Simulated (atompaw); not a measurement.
What one change does to a pseudopotential (O, PAW (atompaw))

atompaw 4.2.0.5 input, output lines left out:

```
O 8
GGA-PBE loggrid 1500 logderivrange -4 5 226
2 2 0 0 0 0
2 0 1
2 1 5
0 0 0
c
v
v
2
2.25 2.15 1.65 1.15
y
0.05
n
y
0.1
n
y
-0.1
y
2.05
n
custom rrkj gramschmidtortho besselshape
bessel
2.25
0.80
2.25
2.25
2.25
2.25
```

Change: all radii scaled by about 1.14 (s 2.56, p 2.56, d 2.56 bohr); local potential bessel scheme, radius 1.88 bohr; augmentation besselshape compensation charge, radius 2.44 bohr; PAW radius 2.56 bohr; waves and projectors: custom rrkj gramschmidtortho; core correction smooth core density matched at 1.32 bohr.

Cutoffs: the cutoffs (Ry, on a coarse ladder) from which the occupation-weighted sum of valence levels, in a spherical-Bessel basis at the reference potential, stays within 10 and 1 mRy of its value at 400 Ry; they do not see the model core or the augmentation charge, which bear on the density cutoff.

Task: What does the change do?

Result: The potential gets softer (15 Ry and 18 Ry → 10 Ry and 15 Ry); neither file shows a bound ghost. A larger radius leaves more room for a smooth pseudo-wave, so fewer plane waves are needed.

| quantity | base | changed |
| --- | --- | --- |
| cutoff, loose | 15 Ry | 10 Ry |
| cutoff, tight | 18 Ry | 15 Ry |
| loose cutoff by channel (10 mRy a level) | s 8 Ry, p 10 Ry | s 6 Ry, p 8 Ry |
| bound ghosts | none | none |
| lowest overlap eigenvalue by channel | s 0.30, p 0.21, d 0.98 | s 0.59, p 0.12, d 0.98 |

 The cutoffs see the waves, projectors and local potential, not the compensation charge or the core.
